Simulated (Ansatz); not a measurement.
Total energies of NbSF₃ from Ansatz at PBE-D4/def2-TZVPD, gas phase (1 Eh = 27.2114 eV = 2625.5 kJ/mol). The reference geometry is relaxed at PBE-D4/def2-SVP.

| state | geometry | energy (Eh) |
| --- | --- | --- |
| charge 0 singlet | reference | -754.71647 |
| charge -1 doublet | reference | -754.73854 |
| free Nb atom (sextet) | – | -56.83927 |
| free S atom (triplet) | – | -397.93910 |
| free F atom (doublet) | – | -99.67049 |

In the def2 sets Nb takes a core potential; there is no spin–orbit coupling.

Task: Work out the vertical electron affinity, to the doublet.

Result: E(charge 0 singlet) − E(charge -1 doublet) = -754.71647 − (-754.73854) = 0.02207 Eh = 0.60 eV.

Task: What is the binding energy per atom against free atoms?

Result: Atoms: 1 × (-56.83927) + 1 × (-397.93910) + 3 × (-99.67049) = -753.78984 Eh. Binding: -753.78984 − (-754.71647) = 0.92663 Eh = 25.21 eV, or 5.04 eV for each of 5 atoms (no zero-point energy, no counterpoise term).

At PBE-D4/def2-TZVPD the highest occupied level of the charge -1 doublet lies above zero (up to 2.42 eV). By energy differences its removal costs 0.60 eV (vertical, to the charge 0 singlet, at PBE-D4/def2-TZVPD); a positive level beside a positive removal energy at the same level points to self-interaction error. At PBE-D4/def2-TZVPD the gap within one spin of the charge -1 doublet nearly closes, so an electron or hole may be smeared out by delocalisation error.
